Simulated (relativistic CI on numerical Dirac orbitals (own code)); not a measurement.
# Sensitivity of the levels of Yb⁴³⁺ to α and to the nuclear radius

Method of calculation: Dirac-Coulomb-Breit CI, orbitals from a KLI potential per configuration, derivatives by finite differences, unscaled Slater integrals, QED left out (own radial code, finite nucleus).

Configurations in the expansion (outside the closed core [Ne]): 3s2 3p6 3d9, 3s2 3p5 3d10, 3s 3p6 3d10, 3s2 3p6 3d8 4s, 3s2 3p6 3d8 4p, 3s2 3p4 3d10 4s, 3s2 3p6 3d8 4d, 3s2 3p4 3d10 4p. Levels of other configurations are missing.

With x = (α/α₀)² − 1 an excitation energy changes as ω = ω₀ + qx; K = 2q/ω₀ is the relative enhancement. Terms are leading LS components, so labels can repeat. The field-shift factor is F = δν/δ⟨r²⟩ for the transition from the lowest level.

Lowest level 3s2 3p6 3d9 2D_5/2.

| Level | ω₀ (cm⁻¹) | q (cm⁻¹) | K | F (GHz/fm²) |
| --- | --- | --- | --- | --- |
| 3s2 3p6 3d9 2D_3/2 | 408613 | 412300 | 2.02 | 8.61 |
| 3s2 3p5 3d10 2P°_3/2 | 3279304 | 524500 | 0.32 | 27.6 |
| 3s2 3p5 3d10 2P°_1/2 | 5171381 | 2.786e+06 | 1.08 | -205 |
| 3s 3p6 3d10 2S_1/2 | 6952699 | 3.077e+06 | 0.885 | -4510 |
| 3s2 3p6 3d8 4s 4F_9/2 | 11121301 | -1.223e+06 | -0.22 | 1640 |
| 3s2 3p6 3d8 4s 2F_7/2 | 11143991 | -1.221e+06 | -0.219 | 1630 |
| 3s2 3p6 3d8 4s 2D_5/2 | 11195628 | -1.222e+06 | -0.218 | 1640 |
| 3s2 3p6 3d8 4s 2D_3/2 | 11205937 | -1.219e+06 | -0.218 | 1640 |
| 3s2 3p6 3d8 4s 2S_1/2 | 11341560 | -1.199e+06 | -0.212 | 1640 |
| 3s2 3p6 3d8 4s 4F_7/2 | 11523404 | -808900 | -0.14 | 1650 |
| 3s2 3p6 3d8 4s 4F_5/2 | 11528794 | -806500 | -0.14 | 1650 |
| 3s2 3p6 3d8 4s 4P_5/2 | 11594316 | -804100 | -0.139 | 1650 |
| 3s2 3p6 3d8 4s 4F_3/2 | 11599430 | -801700 | -0.138 | 1650 |
| 3s2 3p6 3d8 4s 4P_3/2 | 11632571 | -800000 | -0.138 | 1650 |
| 3s2 3p6 3d8 4s 2G_9/2 | 11638751 | -818200 | -0.141 | 1650 |
| 3s2 3p6 3d8 4s 2G_7/2 | 11643001 | -815100 | -0.14 | 1650 |
| 3s2 3p6 3d8 4s 2P_1/2 | 11647400 | -798900 | -0.137 | 1640 |
| 3s2 3p6 3d8 4p 4D°_7/2 | 11829314 | -1.115e+06 | -0.188 | 181 |
| 3s2 3p6 3d8 4p 2G°_9/2 | 11839549 | -1.117e+06 | -0.189 | 181 |
| 3s2 3p6 3d8 4p 2D°_3/2 | 11900018 | -1.114e+06 | -0.187 | 182 |
| 3s2 3p6 3d8 4p 2F°_5/2 | 11904885 | -1.114e+06 | -0.187 | 182 |
| 3s2 3p6 3d8 4s 4F_3/2 | 11970197 | -394900 | -0.066 | 1660 |
| 3s2 3p6 3d8 4s 2F_5/2 | 11978277 | -391900 | -0.0654 | 1650 |

At this charge energies of transitions that change n are usually good to better than 1 %, and those within a shell (Δn = 0) to a few per cent.
